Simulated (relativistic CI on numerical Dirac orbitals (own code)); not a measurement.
Calculated at this level of theory: Dirac-Coulomb-Breit CI, separate exchange-only KLI orbitals for each configuration, a model potential for QED, unscaled Slater integrals (own radial code, finite nucleus).

The strongest absorption lines from the ground level of an ion, among the configurations computed and to levels below about 1050 eV (vacuum wavelength in nm, gf): 1.6562 (0.76), 2.3339 (0.017), 2.3386 (0.015), 2.7796 (0.9), 2.8391 (1.2), 2.8844 (0.3), 3.1018 (0.0097), 4.1026 (0.01).

Question: Which ion is it?
A. Ir56+
B. Fr66+
C. Ho46+
D. Ir54+

Answer: A. Ir56+ has 21 electrons and the ground level 3s2.3p6.3d3 4F_3/2; the strongest line goes to 3s2.3p5.3d4 2F°_5/2. The pattern of lines fixes the number of electrons, and along that sequence the line energies rise steadily with the charge (about as its square where n changes within one kind of shell, about linearly where n is kept but much faster in heavy ions where fine structure, which grows about as Z⁴, sets the gap, and irregularly where shells cross), which fixes Z. Configurations outside the model, such as inner-shell arrays, can give stronger lines. At this charge energies of transitions that change n are usually good to better than 1 %, and those within a shell (Δn = 0) to a few per cent.

LS names give the leading component of a level, which can be under half, so a name can repeat, a term be missing and a line seem to break the LS rules.
